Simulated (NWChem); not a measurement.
Molecule: CH$_{6}$BOP; SMILES COBP

```xyz
10

B     -0.9915     0.0150     0.0041
H     -2.1964    -0.1614    -0.0322
O     -0.5846     1.3078    -0.0244
C      0.7821     1.6981    -0.0223
H      1.3835     1.0904    -0.7335
H      0.8391     2.7621    -0.3237
H      1.2210     1.5928     0.9928
P      0.2081    -1.5028    -0.0857
H     -0.5713    -2.3614     0.7580
H      1.1439    -1.1073     0.9324
```
Atoms are numbered in this order, from 1.

Results from NWChem. Medium grid unless said otherwise, to which SCAN and Minnesota functionals are sensitive. Structure relaxed at the PBE-D3(BJ)/def2-SVP level. Hybrids' shares of exact exchange are those that their runs print; pure functionals count as 0. The functionals differ in more than this share.

```csv
row,share of exact exchange,highest occupied level (eV)
PBE/def2-SVP,0.00,-5.98
BLYP/def2-SVP,0.00,-5.79
B3LYP/def2-SVP,0.20,-6.92
M06-2X/def2-SVP,0.54,-8.24
Hartree-Fock/def2-SVP,1.00,withheld
```

Task: Fit a straight line of the last column on the one before it, predict the withheld value, and compare with the run.

Result: 
1. Means of the 4 shown rows: x = 0.185, y = -6.732. Slope Σ(x − x̄)(y − ȳ)/Σ(x − x̄)² = -0.8516/0.1947 = -4.374; intercept -5.923.
2. The shown rows scatter about the line by 0.097 (root mean square); the largest residual is +0.13, at BLYP/def2-SVP.
3. At x = 1.00 (Hartree-Fock/def2-SVP; beyond the shown range) the line gives -10.30.
4. The run gives -9.87, +0.43 from the line, 4.4 times the scatter.
